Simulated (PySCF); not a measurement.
A side-by-side comparison of computed properties.

First species: C4H9NOSi.
SMILES: `[H]/N=C\[Si@@H]1CCCO1`

Second species: C3H15PSi3.
SMILES: `CCC[SiH2]P([SiH3])[SiH3]`

Levels: CAM-B3LYP/def2-SVPD for HOMO energy, LUMO energy, HOMO–LUMO gap and static isotropic polarisability; TDDFT CAM-B3LYP/def2-SVPD for lowest singlet excitation; TDA CAM-B3LYP/def2-SVPD for lowest triplet excitation (Tamm–Dancoff); ΔSCF CAM-B3LYP/def2-SVPD for vertical ionisation energy. Geometries: PBE0-D3(BJ)/def2-SVP. All species are isolated and taken at one optimised geometry, non-relativistic unless stated; the electronic structure was computed with PySCF and density fitting.

Dipoles, sizes and rotational constants follow the conformer. The torsions of the flexible species, by atom-mapped SMILES:
- `[CH3:1][CH2:2][CH2:3][SiH2:4][P:5]([SiH3:6])[SiH3:7]`: C1–C2–C3–Si4 -63°, C2–C3–Si4–P5 -167°, C3–Si4–P5–Si6 -165°

The conformers of `[H]/N=C\[Si@@H]1CCCO1` aren't listed.

Which of the two has the higher HOMO energy, and by how much?

The second: -8.39 eV against -8.60 eV, a difference of 0.21 eV.

Which of the two has the higher static isotropic polarisability, and by how much?

The second: 151.2 au against 81.0 au, a difference of 70.2 au.

Which of the two has the higher T1 energy, and by how much?

The second: 5.51 eV against 3.41 eV, a difference of 2.10 eV.

Which of the two has the higher S1 energy, and by how much?

The second: 6.17 eV against 4.25 eV, a difference of 1.92 eV.

Which of the two has the higher HOMO–LUMO gap, and by how much?

The second: 9.25 eV against 8.63 eV, a difference of 0.62 eV.

Which of the two has the higher vertical ionisation energy, and by how much?

The first: 9.47 eV against 8.90 eV, a difference of 0.57 eV.

Which of the two has the higher LUMO energy, and by how much?

The second: 0.86 eV against 0.03 eV, a difference of 0.83 eV.

On the first: The principal polarisabilities are 68.5, 73.0 and 101.6 au; their mean is the isotropic value. S1 lies 4.38 eV below the HOMO–LUMO gap; its leading configuration is HOMO→LUMO, weight 0.93.

On the second: No computed singlet falls in the visible range (750 to 380 nm, 1.65 to 3.26 eV); S1 lies 2.91 eV above its blue end. The principal polarisabilities are 127.3, 149.3 and 177.1 au; their mean is the isotropic value.
